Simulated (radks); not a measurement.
Values are calculated unless marked as measured or tabulated.
Problem. Cl V, configuration [Ne] 3s2 4p1 (not the ground configuration). Level of theory: scalar-relativistic Kohn-Sham, XLYP, spin-polarised, spherical densities, finite nucleus; open shells are filled with parallel spins first; Fermi nuclear charge, rms radius 3.3654 fm (a radial shooting solver on a logarithmic mesh with Libxc functionals). Some entries of the table are withheld. Estimate them.

orbital  occ.  eigenvalue (hartree)  <r> (bohr)  r(max) (bohr)
1s up       1             -104.0444     0.09094        0.05945
1s down     1             -104.0415     0.09093        0.05945
2s up       1                   (1)      0.4423         0.3608
2s down     1                   (2)      0.4422         0.3608
2p up       3              -9.76968         (3)         0.3000
2p down     3              -9.76563         (4)         0.3001
3s up       1              -2.94079       1.318          1.178
3s down     1              -2.93346       1.321          1.181
4p up       1              -1.05444       3.107          3.008

Solution. 
(1) 2s up eigenvalue (hartree): -11.99139
(2) 2s down eigenvalue (hartree): -11.98830
(3) 2p up <r> (bohr): 0.4037
(4) 2p down <r> (bohr): 0.4037
